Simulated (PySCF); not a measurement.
Relaxation of singlet [HfCl3]+

Method: PBE0/[Hf def2-SVP with ECP60, Cl def2-SVP], scalar-relativistic core potentials, density fitting, no spin–orbit coupling, PySCF. A (50,194) grid was used.

A start displaced from a saddle point along its imaginary mode, of C3v symmetry, held to at least that symmetry:

```xyz
4
charge 1 multiplicity 1, angstrom
Hf    0.0000   -0.1457    0.0000
Cl    0.0004    0.2500    2.2823
Cl    1.9764    0.2498   -1.1415
Cl   -1.9768    0.2498   -1.1408
```

What does it relax to?

It ends at C3v with Hf–Cl 2.264 Å (×3); Cl–Hf–Cl 107.6° (×3) (after a last refinement on a finer grid). A frequency run shows a minimum.

How much energy is released, and in how many steps?

15.4 kJ/mol in 7 steps.

Spin–orbit coupling, left out here, can matter for elements this heavy.

The relaxation took roughly 40 core-seconds on a shared host.
